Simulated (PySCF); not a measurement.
# Dipole response of Be (beryllium, neutral)

[He] 2s2, closed-shell 1S. Computed with PySCF 2.14 in aug-cc-pCVQZ-DK (9s8p6d4f2g, 109 functions), with scalar relativity by spin-free X2C-1e. Coupled (time-dependent) response in atomic units; α is the mean over directions.

```
 method  mean α (bohr³)  C₆ (like pair)  S(−4)
    UHF           45.58           282.4   1427
    PBE           42.86           256.9   1273
   PBE0           42.94           257.9   1273
wB97M-V           42.73           242.0   1413
   BLYP           43.29           259.1   1318
```

S(−4) is the Cauchy moment in α(ω) = α(0) + S(−4) ω² + …

Reference α: 37.74 ± 0.03 bohr³ (recommended; Schwerdtfeger and Nagle, table of static dipole polarizabilities (2023 update)). Published C₆: 227.0 (Chu and Dalgarno (2004); Tang, Norbeck and Certain (1976)).

Hartree-Fock lies above the reference because it lacks correlation, which contracts the outer shell.

α(iu) at BLYP:

```json
{"u (hartree)": "0", "α(iu) (bohr³)": "43.29"}
{"u (hartree)": "0.0500", "α(iu) (bohr³)": "40.23"}
{"u (hartree)": "0.100", "α(iu) (bohr³)": "33.24"}
{"u (hartree)": "0.200", "α(iu) (bohr³)": "19.77"}
{"u (hartree)": "0.300", "α(iu) (bohr³)": "11.96"}
{"u (hartree)": "0.500", "α(iu) (bohr³)": "5.450"}
{"u (hartree)": "0.750", "α(iu) (bohr³)": "2.741"}
{"u (hartree)": "1.00", "α(iu) (bohr³)": "1.659"}
{"u (hartree)": "1.50", "α(iu) (bohr³)": "0.8132"}
{"u (hartree)": "2.00", "α(iu) (bohr³)": "0.4929"}
{"u (hartree)": "3.00", "α(iu) (bohr³)": "0.2472"}
{"u (hartree)": "5.00", "α(iu) (bohr³)": "0.1055"}
```

A single London oscillator, α(iu) = α/(1 + u²/ω²), gives C₆ = (3/4) ω α². Matching the computed C₆ needs ω = 4 × 259.1 / (3 × 43.29²) = 0.184 hartree.
